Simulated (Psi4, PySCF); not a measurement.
PySCF was given this input:
```python
from pyscf import gto, scf, mp

mol = gto.Mole()
mol.atom = '''
    C    -1.24102663    0.21832096    0.05808953
    C     0.04187806   -0.52789987    0.05079988
    N     1.22703780    0.19702767   -0.12900707
    H    -2.03841948   -0.41392474    0.44464473
    H    -1.16376074    1.10673607    0.68627095
    H    -1.54178267    0.55252764   -0.94477418
    H     0.06280098   -1.52863019   -0.34799316
    H     1.22149345    1.09300043    0.34134908
    H     2.06529520   -0.33142950    0.07021572
'''
mol.basis = '6-31g*'
mol.spin = 1
mol.verbose = 4
mol.build()

mf = scf.UHF(mol)
mf.kernel()

pt = mp.MP2(mf, frozen=3)
pt.kernel()
print('E(MP2) = %.10f' % pt.e_tot)
```

Problem. Convert this to an input for Psi4.

Solution. Several could match; the one computed here: 
```
memory 2 GB

molecule {
0 2
  C    -1.24102663    0.21832096    0.05808953
  C     0.04187806   -0.52789987    0.05079988
  N     1.22703780    0.19702767   -0.12900707
  H    -2.03841948   -0.41392474    0.44464473
  H    -1.16376074    1.10673607    0.68627095
  H    -1.54178267    0.55252764   -0.94477418
  H     0.06280098   -1.52863019   -0.34799316
  H     1.22149345    1.09300043    0.34134908
  H     2.06529520   -0.33142950    0.07021572
}

set basis 6-31g*
set reference uhf
set freeze_core true
set mp2_type conv
set scf_type pk
set puream true
set d_convergence 1e-8

energy('mp2')
print_variables()
```

Both were run: PySCF gave -134.025586 Eh and Psi4 -134.025586 Eh, 0.000 mEh apart.
